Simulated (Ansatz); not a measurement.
Steps of a relaxation of FH$_{2}$MoNS$_{2}$ (`[NH2][Mo]([F])(=[S])=[S]`) with RKS PBE0-D4/def2-TZVP.

```sh
$ ansatz run in.yaml --threads 4 --pin off --events-out ev --progress --plain --max-ram 10444MiB
```

```yaml
crystal:
  periodic: [false, false, false]
  atoms:
    - {symbol: N, position_ang: [-0.654909, 0.881289, 0.462895]}
    - {symbol: Mo, position_ang: [0.427949, -0.556335, -0.182249]}
    - {symbol: F, position_ang: [1.271497, -1.424814, 1.231010]}
    - {symbol: S, position_ang: [-0.854419, -1.901161, -1.219503]}
    - {symbol: S, position_ang: [1.870162, 0.278135, -1.506241]}
    - {symbol: H, position_ang: [-1.659411, 0.798837, 0.653908]}
    - {symbol: H, position_ang: [-0.339467, 1.856049, 0.514581]}
basis:
  gaussian: {orbitals: def2-TZVP}
hamiltonian: {xc: pbe0, dispersion: d4}
relax: {f_tol: 0.005, max_steps: 150}
```

Positions (Å) and forces (eV/Å) along the path, 6 of 6 steps:

```xyz
7
step=1 energy=-27761.4611 eV
N    -0.655    0.881    0.463   -0.189    0.245    0.056
Mo    0.428   -0.556   -0.182   -0.003   -0.070   -0.564
F     1.271   -1.425    1.231   -0.229    0.237   -0.376
S    -0.854   -1.901   -1.220    0.598    0.619    0.481
S     1.870    0.278   -1.506   -0.668   -0.391    0.615
H    -1.659    0.799    0.654    0.665    0.017   -0.150
H    -0.339    1.856    0.515   -0.175   -0.657   -0.061
7
step=2 energy=-27761.4994 eV
N    -0.644    0.870    0.475   -0.254    0.320    0.045
Mo    0.422   -0.550   -0.185    0.045    0.032    0.662
F     1.264   -1.418    1.212    0.015   -0.017    0.014
S    -0.829   -1.862   -1.199   -0.371   -0.386   -0.315
S     1.829    0.265   -1.479    0.413    0.240   -0.398
H    -1.643    0.791    0.634    0.194    0.000   -0.016
H    -0.337    1.836    0.497   -0.042   -0.189    0.008
7
step=3 energy=-27761.5120 eV
N    -0.648    0.874    0.471   -0.062    0.077    0.006
Mo    0.424   -0.551   -0.179    0.024   -0.030   -0.006
F     1.265   -1.418    1.218   -0.023    0.024   -0.035
S    -0.838   -1.874   -1.207    0.009    0.014    0.022
S     1.841    0.270   -1.489   -0.013   -0.003    0.024
H    -1.642    0.794    0.639    0.058   -0.020   -0.008
H    -0.339    1.837    0.502    0.006   -0.062   -0.002
7
step=4 energy=-27761.5123 eV
N    -0.649    0.875    0.465   -0.016    0.021    0.013
Mo    0.423   -0.551   -0.182   -0.003    0.006    0.019
F     1.262   -1.415    1.217   -0.007    0.007   -0.012
S    -0.840   -1.875   -1.205    0.004    0.000   -0.004
S     1.843    0.272   -1.487   -0.001   -0.004   -0.003
H    -1.640    0.792    0.642    0.008   -0.017   -0.006
H    -0.338    1.835    0.504    0.014   -0.012   -0.007
7
step=5 energy=-27761.5123 eV
N    -0.649    0.875    0.467   -0.008    0.011    0.004
Mo    0.423   -0.550   -0.182    0.001    0.000    0.003
F     1.262   -1.415    1.217    0.000    0.000    0.000
S    -0.839   -1.875   -1.205    0.000   -0.001   -0.002
S     1.842    0.271   -1.487    0.001    0.000   -0.002
H    -1.640    0.791    0.641   -0.003   -0.010   -0.001
H    -0.337    1.834    0.504    0.010    0.000   -0.002
7
step=6 energy=-27761.5123 eV
N    -0.650    0.875    0.467    0.001   -0.002   -0.001
Mo    0.423   -0.550   -0.181   -0.002    0.002    0.001
F     1.262   -1.414    1.217    0.000    0.000    0.000
S    -0.839   -1.875   -1.205    0.000    0.000    0.000
S     1.842    0.271   -1.488    0.000    0.000    0.000
H    -1.641    0.790    0.641    0.000    0.000    0.000
H    -0.336    1.834    0.503    0.000    0.000    0.000
```

Hardware: 4 threads of an Intel Xeon 6975P-C on a shared host. Wall time 14 s, peak host memory 0.58 GiB.
